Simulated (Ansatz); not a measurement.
Consider the formal exchange of groups at the Si–Si bond: `O[SiH](F)[SiH2]S` + CH₃NH₂ → `NC[SiH2]S` + `O[SiH2]F`.

Computed with Ansatz on PBE0-D4/def2-TZVP structures; ΔE is electronic, products minus reactants. CCSD(T)/CBS adds triple-zeta CCSD(T) − MP2 to the extrapolated MP2 energy (def2 sets, frozen cores). Functionals use def2-TZVPP. B3LYP here is the variant with VWN-RPA as its local correlation; programs differ in this. One conformer a species, not always the lowest.

```
             level  ΔE (kJ/mol)  difference from CCSD(T)/CBS
            PBE-D4         17.6                         17.7
         r2SCAN-D4          8.0                          8.1
           PBE0-D4         12.3                         12.4
          B3LYP-D4          6.8                          6.9
            B2PLYP         -1.0                         -0.9
               PBE         15.3                         15.4
            r2SCAN          7.5                          7.6
              PBE0         10.1                         10.2
    MP2/def2-TZVPP         -7.7                         -7.6
SCS-MP2/def2-TZVPP         -8.1                         -8.0
   CCSD/def2-TZVPP         -3.1                         -3.0
CCSD(T)/def2-TZVPP         -1.5                         -1.4
     HF/def2-QZVPP        -10.3                        -10.2
    MP2/def2-QZVPP         -7.2                         -7.1
     MP2/CBS(def2)         -6.3                         -6.2
    CCSD/CBS(def2)         -1.7                         -1.6
       CCSD(T)/CBS         -0.1                            0
```

Largest T1 diagnostic among the species: 0.013.

The D4 term adds +3.8 kJ/mol with B3LYP and +2.2 kJ/mol with PBE0; it sums over pairs of atoms, weighted by their polarisabilities, and B3LYP, whose exchange is more repulsive, gets the larger term. From PBE to PBE0 (25 % exact exchange), in def2-TZVPP and without D4, ΔE moves by −5.2 kJ/mol.
